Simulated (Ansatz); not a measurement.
Ideal-gas functions of AlFH₄NOP, SMILES `[NH2][Al]([F])[PH]O` at 400 K and 1 bar, from an Ansatz frequency run at PBE0-D4/def2-TZVP.

Molar mass 110.99 g/mol, point group C1 (symmetry number 1), electronic degeneracy 1, moments of inertia 105.731, 265.987, 366.314 u Å². Harmonic wavenumbers (cm⁻¹, unscaled): 60, 85, 177, 192, 222, 279, 373, 407, 411, 610, 650, 774, 798, 904, 925, 1090, 1556, 2330, 3611, 3706, 3875.

Use S(trans) = R[1.5 ln M + 2.5 ln T − 1.1517]; rotational temperatures θ = 24.2544 K / I; S(rot) = R[ln(√π/σ · √(T³/θAθBθC)) + 1.5]; for each mode x = 1.438777 ν̃/T, S = R[x/(eˣ − 1) − ln(1 − e⁻ˣ)] and H = RT x/(eˣ − 1); 1 cm⁻¹ = 0.0119627 kJ/mol; R = 8.31446 J/(mol·K).

Problem. By hand: the entropy, in J/(mol·K).

Solution. Translation 173.7. Rotation: θ = 0.2294, 0.0912, 0.0662 K, giving 119.3. Vibration, mode by mode: 21.08, 18.20, 12.21, 11.56, 10.40, 8.63, 6.47, 5.85, 5.78, 3.27, 2.92, 2.05, 1.92, 1.42, 1.33, 0.83, 0.20, 0.02, 0.00, 0.00, 0.00, in all 114.1. Electronic 0.0. Sum 407.1 J/(mol·K).

Problem. By hand: H − E and G − E in kJ/mol, counted from the electronic energy.

Solution. Zero-point energy ½ × 23035 × 0.0119627 = 137.8; thermal vibration 23.2; translation, rotation and pV give 4 RT = 13.3. H − E = 174.3 kJ/mol, and G − E = 174.3 − 400 × 407.1/1000 = 11.5 kJ/mol.

Vibration gives 28 % of the entropy, 39.3 J/(mol·K) of it from the modes under 150 cm⁻¹: soft modes count most, and the harmonic formula is weakest for them. The sum counts one conformer and one mirror image; others add a mixing term.
